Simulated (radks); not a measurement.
Species: O IV. Configuration: [He] 2s2 3p1 (not the ground configuration). Calculated with a radial shooting solver on a logarithmic mesh with Libxc functionals: non-relativistic Kohn-Sham, PBEsol, spin-unpolarised, spherical densities, point nucleus.

Normalised radial functions P(r) = r R(r), r in bohr:

```
   r/bohr * 2p, o 3p (the largest magnitude, 1.04, reaches the edge; | marks zero, & curves that meet)
 0.009901                             &
  0.01397                             &
   0.0197                             &
  0.02779                             &
   0.0392                             o*
  0.05485                             |&
  0.07737                             |o *
   0.1091                             | o *
    0.154                             |  o   *
   0.2172                             |    o      *
   0.3063                             |       o         *
   0.4321                             |         o            *
   0.6046                             |         o                *
   0.8529                             |     o                   *
    1.203                          o  |                  *
    1.697                o            |        *
    2.394           o                 |  *
    3.377                o            *
    4.763                        o    *
    6.665                            o*
```

2p (empty): eigenvalue -76.913 eV, 0 radial nodes, <r> = 0.867 bohr, 90 % of the charge inside 1.41 bohr. 3p: eigenvalue -25.458 eV, 1 radial node at r = 1.08 bohr, <r> = 2.58 bohr, 90 % of the charge inside 3.81 bohr.
